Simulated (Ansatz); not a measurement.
`[NH2][K]` + H–F → `[F][K]` + NH₃ at 298.15 K and 1 bar (ligand exchange at a K–N bond).

Calculated with Ansatz (gas phase, PBE0-D4/def2-TZVP geometries, no zero-point term in ΔE). CCSD(T)/CBS adds triple-zeta CCSD(T) − MP2 to the extrapolated MP2 energy (def2 sets, frozen cores). This one scheme is used for every species. For K outer-core shells are correlated without core-valence functions, which leaves a few kJ/mol of doubt a bond. Scalar relativity is left out up to krypton.

| species | CCSD(T)/CBS energy (Eh) | H − E (kJ/mol) | S (J/(mol·K)) |
| --- | --- | --- | --- |
| `[NH2][K]` | -655.33366 | 69.9 | 254.8 |
| H–F | -100.39570 | 33.5 | 173.6 |
| `[F][K]` | -699.28088 | 12.0 | 226.5 |
| NH₃ | -56.50880 | 100.5 | 192.4 |

H − E and S are ideal-gas, rigid-rotor, harmonic terms from PBE0-D4/def2-TZVP. 1 Eh = 2625.50 kJ/mol, R = 8.31446 J/(mol·K).

By hand: ΔE, ΔH, ΔS and ΔG.

ΔE = (-699.28088) + (-56.50880) − (-655.33366) − (-100.39570) = -0.06032 Eh = -158.4 kJ/mol. Δ(H − E) = 12.0 + 100.5 − 69.9 − 33.5 = 9.1, so ΔH = -149.3 kJ/mol. ΔS = 226.5 + 192.4 − 254.8 − 173.6 = -9.5 J/(mol·K). ΔG = -149.3 − 298.15 × (-9.5)/1000 = -146.5 kJ/mol.

By hand: the equilibrium constant, and the temperature at which ΔG would vanish if ΔH and ΔS stayed fixed.

log₁₀ K = −ΔG/(RT ln 10) = 25.7. ΔG = 0 at ΔH/ΔS = 15716 K, far beyond where these terms or the molecules hold.

The number of gas molecules stays the same, so ΔS is small and ΔH decides. A doubt of 5 kJ/mol in ΔE shifts log₁₀ K by 0.9 here. These are equilibria of isolated gas molecules and say nothing of rates. Largest T1 diagnostic: 0.012 (customary marks: 0.02 for closed shells, 0.045 for open ones).
